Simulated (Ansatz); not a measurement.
Geometry optimisation, RKS PBE-D4/def2-SVP in Ansatz 0.2.0.

Input:

```yaml
crystal:
  periodic: [false, false, false]
  atoms:
    - { symbol: B, position_ang: [-0.050127, -0.599337, -0.257026] }
    - { symbol: H, position_ang: [-0.208238, 0.429365, 1.905512] }
    - { symbol: F, position_ang: [1.135649, 0.014286, -0.303973] }
    - { symbol: Cl, position_ang: [-1.463861, 0.193014, -0.975939] }
    - { symbol: "N", position_ang: [-0.1643, -1.938972, 0.346836] }
    - { symbol: H, position_ang: [-1.025679, -2.478817, 0.294347] }
    - { symbol: H, position_ang: [0.654344, -2.439528, 0.691796] }
    - { symbol: H, position_ang: [-0.313287, -0.285111, 1.895747] }
basis:
  gaussian: { orbitals: def2-SVP }
hamiltonian:
  xc: pbe
  dispersion: d4
relax:
  f_tol: 0.03
  max_steps: 50
```

Run as:

```bash
$ ansatz run input.yaml --threads 1 --pin off --max-ram 2048MiB --backend cpu --events-out ev --progress --plain --runs-dir out
```

Q: Where does it end, and by what steps?

A: It converged. The force dipped under the threshold on the way, but the program's further checks kept it going. After 22 steps the energy has fallen by 0.321 eV; H2 moved furthest, 1.25 Å.

```csv
step,energy less start (eV),largest force component (eV/Å),accepted
0,0.0000,2.207,yes
1,-0.2124,0.846,yes
2,-0.2644,0.480,yes
3,-0.2944,0.142,yes
4,-0.2973,0.108,yes
5,-0.2989,0.081,yes
6,-0.3005,0.081,yes
7,-0.2926,0.802,no
8,-0.3040,0.048,yes
9,-0.3013,0.546,no
10,-0.3061,0.044,yes
11,-0.3077,0.134,yes
12,-0.3090,0.225,yes
13,-0.3099,0.309,yes
14,-0.3145,0.134,yes
15,-0.3173,0.009,yes
16,-0.3189,0.114,yes
17,-0.3199,0.053,yes
18,-0.3202,0.026,yes
19,-0.3205,0.026,yes
20,-0.3206,0.032,yes
21,-0.3205,0.037,no
22,-0.3207,0.005,yes
```

```xyz
8
Properties=species:S:1:pos:R:3
B 0.026 -0.777 -0.767
H -0.473 0.194 3.100
F 1.245 -0.398 -1.172
Cl -1.393 -0.059 -1.563
N -0.123 -1.718 0.263
H -1.032 -2.040 0.590
H 0.679 -2.148 0.723
H -0.365 -0.159 2.424
```

Whether the end is a true minimum wasn't checked by a vibrational analysis.

The run took 27 s on 1 thread of Intel(R) Xeon(R) 6975P-C (Granite Rapids), with other jobs on the host, peak memory 0.16 GiB.
